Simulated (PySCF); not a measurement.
# How the method changes the constants of SI

State: ²Π (doublet), unpaired electrons π ↑. Set-up: basis S cc-pV(D+d)Z, I cc-pVDZ-PP with ECP28; scalar-relativistic core potentials; PySCF 2.14. De refers to S + I in their high-spin ground configurations, without counterpoise correction. The functionals are run spin-unrestricted. A positive dipole means S(−)I(+). Levels whose curve was spin-contaminated or gave no clean fit are not listed.

| Level | Re (Å) | ωe (cm⁻¹) | De (eV) | μ (D) |
| --- | --- | --- | --- | --- |
| UHF | 2.368 | 385 | 0.54 | 0.44 |
| UHF-CCSD | 2.374 | 371 | 1.56 | n/a |
| UHF-CCSD(T) | 2.378 | 366 | 1.69 | n/a |
| LDA | 2.322 | 409 | 3.30 | 1.45 |
| PBE | 2.351 | 389 | 2.64 | 1.40 |
| r²SCAN | 2.342 | 394 | 2.39 | 1.27 |
| r²SCANh | 2.335 | 399 | 2.29 | 1.19 |
| PBE0 | 2.329 | 404 | 2.31 | 1.18 |
| MN15 | 2.326 | 399 | 2.19 | 1.26 |
| CAM-B3LYP | 2.339 | 398 | 2.07 | 1.02 |

The bond length runs from 2.322 Å (LDA) to 2.378 Å (UHF-CCSD(T)). De spans 0.54 eV (UHF, mean field) to 3.30 eV (LDA, local density). Correlation at CCSD(T) changes the Hartree–Fock bond energy by +1.15 eV; the triples alone change it by +0.13 eV.

Correlated steps freeze 9 core orbitals. Correlated levels converge slowly with the basis: in double zeta they bind strong bonds too weakly, by up to about 1 eV, and carry superposition errors of some tenths. Spin–orbit coupling is left out, which matters for elements this heavy, above all for dissociation energies. Counting both spins, an empty level lies below a filled one in some of these solutions, because spin and occupation are held. The state was picked by a PBE0 search and need not be the measured ground state.

The whole job (state search and all levels along the bond) took about 2.2 min on 1 thread of Arm Neoverse V1 (shared host), peak memory 0.51 GiB.
